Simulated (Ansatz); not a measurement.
One change: `O[SiH2][SiH2][ZnH]` becomes `O[SiH2][SiH2][SiH2]Cl`.

Ansatz, PBE0-D4/def2-TZVP geometries, multiplicity 1. Each molecule was computed in one conformer, which needn't be the lowest.

Scalar relativity is left out up to krypton.

```json
{"property": "LUMO energy (ωB97M-V/def2-TZVPP) / eV", "`O[SiH2][SiH2][ZnH]`": "0.07"}
{"property": "LUMO energy (PBE0/def2-TZVPP) / eV", "`O[SiH2][SiH2][ZnH]`": "-1.40"}
{"property": "HOMO–LUMO gap (PBE0/def2-TZVPP) / eV", "`O[SiH2][SiH2][ZnH]`": "5.75"}
{"property": "size of the dipole moment (B3LYP/def2-TZVPP) / D", "`O[SiH2][SiH2][ZnH]`": "1.35"}
{"property": "HOMO–LUMO gap (ωB97M-V/def2-TZVPP) / eV", "`O[SiH2][SiH2][ZnH]`": "9.18"}
{"property": "LUMO energy (PBE/def2-TZVPP) / eV", "`O[SiH2][SiH2][ZnH]`": "-2.11"}
```

Q: Give the same properties after the change, and the shifts. (An estimate is asked.)

A: Ansatz gave: 
```csv
property,`O[SiH2][SiH2][SiH2]Cl`,shift
LUMO energy (ωB97M-V/def2-TZVPP) / eV,0.58,0.51
LUMO energy (PBE0/def2-TZVPP) / eV,-1.16,0.24
HOMO–LUMO gap (PBE0/def2-TZVPP) / eV,6.58,0.83
size of the dipole moment (B3LYP/def2-TZVPP) / D,1.57,0.22
HOMO–LUMO gap (ωB97M-V/def2-TZVPP) / eV,10.31,1.13
LUMO energy (PBE/def2-TZVPP) / eV,-1.97,0.14
```

With PBE0 the HOMO falls by 0.59 eV and the LUMO rises by 0.24 eV, so the gap widens by about 0.83 eV. PBE moves the HOMO by -0.43 eV and ωB97M-V by -0.62 eV. Dipoles are sizes alone; their direction can turn.

B3LYP here is the variant with VWN-RPA as its local correlation; programs differ in this.
